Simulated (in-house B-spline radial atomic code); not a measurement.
# Response and correlation of the nickel ion Ni²⁴⁺

Closed shell [He] 2s2. Computed with an all-electron radial atomic-structure program (B-spline basis): Dirac-Hartree-Fock, relativistic RPA (time-dependent Dirac-Hartree-Fock) for the response and second-order many-body perturbation theory for correlation, no-pair Dirac-Coulomb Hamiltonian, finite nucleus.

Command:
```bash
python run_mb.py task.json out
```
Settings (nuclear radius in fm, box in bohr, cutoff in hartree):
```
basis_form          2
Z                   28
core_configuration  [He] 2s2
rms_radius          3.7757
mass_number         58
speed_of_light      137.036
box_radius          3.427
lmax                7
intervals           59
virtual_cutoff      19600.0
```

Time taken, with all properties: 0.3 s on 1 thread of AMD EPYC 7R43 64-Core Processor, on a shared host.

```csv
"multipole (bohr³, bohr⁵, bohr⁷)",uncoupled,coupled RPA
dipole,0.0089307,?
quadrupole,8.5371e-05,8.9164e-05
octupole,6.3686e-06,6.5639e-06
```

(1) What is the coupled dipole polarisability?

(2) Which subshells carry the dipole polarisability?

(3) What does the dipole shielding factor come to?

Dipole polarisability at imaginary frequency:

| u (Eh) | α(iu) (bohr³) |
| --- | --- |
| 0 | 0.0125 |
| 2.5 | 0.008195 |
| 6.25 | 0.003244 |
| 12.5 | 0.001278 |
| 18.8 | 0.0007906 |
| 25 | 0.0005931 |
| 37.5 | 0.0004065 |
| 50 | 0.0003069 |
| 62.5 | 0.0002415 |
| 87.5 | 0.0001611 |
| 125 | 9.992e-05 |
| 188 | 5.56e-05 |
| 250 | 3.63e-05 |
| 375 | 1.929e-05 |
| 625 | 8.203e-06 |
| 1250 | 2.323e-06 |

(4) What dispersion coefficients follow for two such ions (the dispersion part alone)?

Lowest J = 1 odd-parity excitations:

```csv
energy (eV),oscillator strength,leading channel,weight
38.712,0.00155,2s1/2 → p1/2,0.833
97.003,0.143,2s1/2 → p3/2,0.832
1315.9,0.113,2s1/2 → p1/2,0.952
1324.3,0.607,2s1/2 → p3/2,0.952
1746.4,0.0319,2s1/2 → p1/2,0.964
1749.8,0.151,2s1/2 → p3/2,0.964
1943.8,0.0139,2s1/2 → p1/2,0.968
1945.4,0.0624,2s1/2 → p3/2,0.968
```

Second-order correlation energy by the highest angular momentum of the excited pair (hartree): s -0.01643, p -0.1961, d -0.01129, f -0.002914, g -0.001064, h -0.000473, i -0.0002299, k -0.0001271.

(5) What is the second-order correlation energy at the partial-wave limit?

## Answers

(1) 0.012495 atomic units, +40 % against the uncoupled value.

(2) 2s1/2 100.1 %, 1s1/2 -0.1 %.

(3) The dipole shielding factor is 0.143, against the exact N/Z = 4/28 = 0.143 of the non-relativistic theorem.

(4) C6 = (3/π)∫α(iu)²du = 0.0004279 hartree·bohr⁶ and C8 = 3.381e-05 hartree·bohr⁸.

(5) The listed waves sum to -0.22859 hartree; extrapolating the increments as (l + 1/2)⁻⁴ gives -0.22885 hartree, -1.56 eV per electron.
